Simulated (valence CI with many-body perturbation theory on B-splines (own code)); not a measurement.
**Lu58+: what each term of the Hamiltonian does**

Computed by relativistic CI+MBPT: three valence electrons over a frozen Dirac-Fock core [Ne], radial functions for each j: 11 s, 11 p, 9 d, 7 f, 5 g, 2 h, 1 i, with the one-electron correlation potential Σ1, the two-electron term Σ2, the three-electron term Σ3, Breit, model QED; selected CI, second order for the rest (own B-spline code, finite nucleus).

The last digits are not significant, and no measured levels were compared; by estimate large intervals hold to a few tenths of a per cent, small ones and those within an open d or f shell to about a per cent.

Each rung adds one term. CI alone is the Dirac-Coulomb CI over the frozen core; QED comes last and gives the full result, which names the levels. Energies are above (3s^2 3p1/2) J=1/2 on the same rung, in × 10³ cm⁻¹.

Levels are named by their leading jj configuration (3d3/2^4 stands for four electrons in 3d with j = 3/2), which in mixed levels can hold well under half, so a name can repeat and another be missing. Letters in brackets count levels of one name in rising energy.

| Level | CI alone |
| --- | --- |
| (3s 3p1/2^2) J=1/2 | 1268.5 |
| (3s^2 3p3/2) J=3/2 | 2433.0 |
| (3s 3p1/2 3p3/2) J=3/2 [a] | 3470.3 |
| (3s 3p1/2 3p3/2) J=5/2 | 3614.8 |
| (3s 3p1/2 3p3/2) J=3/2 [b] | 3779.1 |
| (3s 3p1/2 3p3/2) J=1/2 | 3854.5 |
| (3s^2 3d3/2) J=3/2 | 4239.5 |
| (3s^2 3d5/2) J=5/2 | 4732.2 |
| (3p1/2^2 3p3/2) J=3/2 | 5028.5 |
| (3s 3p1/2 3d3/2) J=3/2 [a] | 5141.4 |
| (3s 3p1/2 3d3/2) J=5/2 | 5243.6 |
| (3s 3p1/2 3d3/2) J=1/2 | 5442.6 |
| (3s 3p1/2 3d3/2) J=3/2 [b] | 5490.7 |
| (3s 3p1/2 3d5/2) J=5/2 [a] | 5801.3 |
| (3s 3p1/2 3d5/2) J=7/2 | 5913.3 |
| (3s 3p1/2 3d5/2) J=5/2 [b] | 5990.3 |

Problem. What do these energies become with core correlation, Breit and QED?

Solution. (3s 3p1/2^2) J=1/2 1262.8 (-5.64); (3s^2 3p3/2) J=3/2 2408.0 (-24.95); (3s 3p1/2 3p3/2) J=3/2 [a] 3441.8 (-28.51); (3s 3p1/2 3p3/2) J=5/2 3579.6 (-35.19); (3s 3p1/2 3p3/2) J=3/2 [b] 3744.2 (-34.86); (3s 3p1/2 3p3/2) J=1/2 3820.2 (-34.24); (3s^2 3d3/2) J=3/2 4194.4 (-45.18); (3s^2 3d5/2) J=5/2 4675.2 (-57.01); (3p1/2^2 3p3/2) J=3/2 4987.6 (-40.89); (3s 3p1/2 3d3/2) J=3/2 [a] 5095.3 (-46.15); (3s 3p1/2 3d3/2) J=5/2 5192.1 (-51.54); (3s 3p1/2 3d3/2) J=1/2 5393.6 (-48.91); (3s 3p1/2 3d3/2) J=3/2 [b] 5439.4 (-51.25); (3s 3p1/2 3d5/2) J=5/2 [a] 5740.6 (-60.66); (3s 3p1/2 3d5/2) J=7/2 5845.5 (-67.77); (3s 3p1/2 3d5/2) J=5/2 [b] 5925.5 (-64.81).

Problem. How does the ionisation energy move along the ladder, and which term matters most?

Solution. CI alone 6078.7, + Σ1 6079.8, + Σ2 6079.8, + Σ3 6079.7, + Breit 6071.2, + QED 6071.0 eV. The largest step is Breit, -8.5 eV. NIST lists 6070 ± 6 eV (theoretical).
